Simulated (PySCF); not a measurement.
Below is a simulated gas-phase C 1s photoelectron spectrum of `C#C[C@H](C)[SiH2][SiH2][SiH2][SiH3]`.

Every computed line was given a Gaussian of 0.8 eV full width at half maximum and an area set by the number of equivalent atoms; the highest printed point is 100. Theory: delta-SCF UKS SCAN, pcX-2 on the ionised atom, pcseg-1 elsewhere, spin-free X2C (PySCF).

```
binding energy (eV)  intensity
              288.8          0
              288.9          0
              289.0          1
              289.1          2
              289.2          5
              289.3          8
              289.4         13
              289.5         19
              289.6         27
              289.7         34
              289.8         41
              289.9         47
              290.0         53
              290.1         58
              290.2         63
              290.3         71
              290.4         80
              290.5         89
              290.6         96
              290.7        100
              290.8         99
              290.9         93
              291.0         82
              291.1         67
              291.2         52
              291.3         38
              291.4         25
              291.5         16
              291.6          9
              291.7          5
              291.8          2
              291.9          1
              292.0          0
              292.1          0
```

Problem. Count the maxima, the lines and the sites behind this envelope.

Solution. The curve has 1 maximum (at 290.7 eV). Under it lie 4 lines from 4 inequivalent carbon sites. At this width some lines have no maximum of their own.

Problem. Decompose the envelope and assign each component. Numbering: `[CH:1]#[C:2][C@H:3]([CH3:4])[SiH2:5][SiH2:6][SiH2:7][SiH3:8]`.

Solution. 
```json
{"position (eV)": "289.90", "relative area": "1", "line": "C 1s", "atoms": "C1", "environment": "terminal alkyne carbon"}
{"position (eV)": "290.51", "relative area": "1", "line": "C 1s", "atoms": "C2", "environment": "alkyne carbon"}
{"position (eV)": "290.76", "relative area": "1", "line": "C 1s", "atoms": "C4", "environment": "methyl carbon"}
{"position (eV)": "290.97", "relative area": "1", "line": "C 1s", "atoms": "C3", "environment": "sp3 carbon bound to silicon"}
```

The listed C 1s values span 1.07 eV, from C1 (bonded to C (triple bond) and H) to C3 (bonded to 2 C, H and Si). Summing the Pauling electronegativity differences to the bonded atoms, each weighted by its formal bond order, gives -0.35 for the lowest site and -1.00 for the highest; the largest sum, 0.00, belongs to C2, 0.46 eV below the top. The smallest sum, -1.05, belongs to C4, 0.86 eV above the lowest.

Shake-up satellites, vibrational structure and lifetime widths aren't simulated. Spin contamination (⟨S²⟩ against 0.75 for a pure doublet) is marked for C 1s of C2 (0.87), which makes this value less certain. Geometry: PBE0-D3(BJ)/def2-SVP, one conformer, isolated molecule.

The values belong to the conformer `[CH:1]#[C:2][C@H:3]([CH3:4])[SiH2:5][SiH2:6][SiH2:7][SiH3:8]`: C2–C3–Si5–Si6 -57°, C3–Si5–Si6–Si7 63°, Si5–Si6–Si7–Si8 48°.
